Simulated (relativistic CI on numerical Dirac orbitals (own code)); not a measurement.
# Ti³⁺ in a cubic cluster: L2,3 absorption with charge transfer

Computed with a charge-transfer multiplet model of a cubic metal-ligand cluster with up to one ligand hole, Slater and spin-orbit integrals from Dirac-Coulomb-Breit ions, Slater integrals scaled by 0.7. The parameters are those of a tetrahedral site (10Dq negative, t2 hopping the larger). The ground state mixes d1 with configurations of k ligand holes L, whose averages lie at kΔ + k(k − 1)U_dd/2; a core hole lowers each added d electron by U_cd. 20 K, Lorentzian 0.4 eV and Gaussian 0.3 eV FWHM.

Atomic integrals in eV (Slater integrals scaled, ζ unscaled), ground: F2dd 5.756, F4dd 3.579, zeta_d 0.017; with the core hole: F2dd 7.186, F4dd 4.510, zeta_d 0.027, zeta_core 3.743, F2cd 3.935, G1cd 2.866, G3cd 1.625. Where a configuration has fewer than two d electrons, the dd integrals are those of d2.

Cluster parameters (eV): U_dd = 4.9, U_cd = 5.8, 10Dq = -0.25, 10Dq(ligand) = 0, V(eg) = 0.7, V(t2g) = -1.19, final-state hopping factor = 0.9.

```
      Case   n_d    d1   d2L     S
Δ = 3.7 eV  1.25  0.75  0.25  0.50
Δ = 4.7 eV  1.20  0.80  0.20  0.50
Δ = 5.7 eV  1.17  0.83  0.17  0.50
Δ = 6.7 eV  1.14  0.86  0.14  0.50
Δ = 7.7 eV  1.11  0.89  0.11  0.50
```

Weights, n_d and S are thermal averages at 20 K. Photon energies count from the first peak over 30 % of the highest in each spectrum, which can be another peak from case to case. The parameters are a model scan and need not match a compound or its usual spin state. Peaks in eV (height, largest 100):
- Δ = 3.7 eV: 0.0 (91), 3.5 (36), 5.1 (100), 7.5 (7)
- Δ = 4.7 eV: 0.0 (94), 1.9 (17), 3.4 (35), 5.1 (100), 7.6 (7)
- Δ = 5.7 eV: -1.2 (28), 0.0 (89), 2.1 (14), 3.3 (35), 5.1 (100), 7.6 (6)
- Δ = 6.7 eV: -1.2 (27), 0.0 (87), 2.1 (13), 3.3 (35), 5.0 (100), 7.7 (6)
- Δ = 7.7 eV: -1.2 (26), 0.0 (84), 2.1 (13), 3.3 (35), 5.1 (100), 7.7 (6)

For the case Δ = 5.7 eV, Δ = 5.7 eV is larger than U_dd = 4.9 eV, the Mott-Hubbard side of the Zaanen-Sawatzky-Allen scheme. With the core hole the configuration with one ligand hole lies at Δ + U_dd − U_cd = 2.8, 3.8, 4.8, 5.8, 6.8 eV from the one without, in the order of the table; where this is negative the screened configuration lies lower, though the effective hopping of about 2.8 eV (from the holes of the mixed ground state) mixes the two strongly wherever it is as large as the gap.

With at most 1 ligand hole the space is cut while the next configuration still counts, so covalency is underestimated, and a final configuration with one more ligand hole, which can lie low, is missing from the spectra.
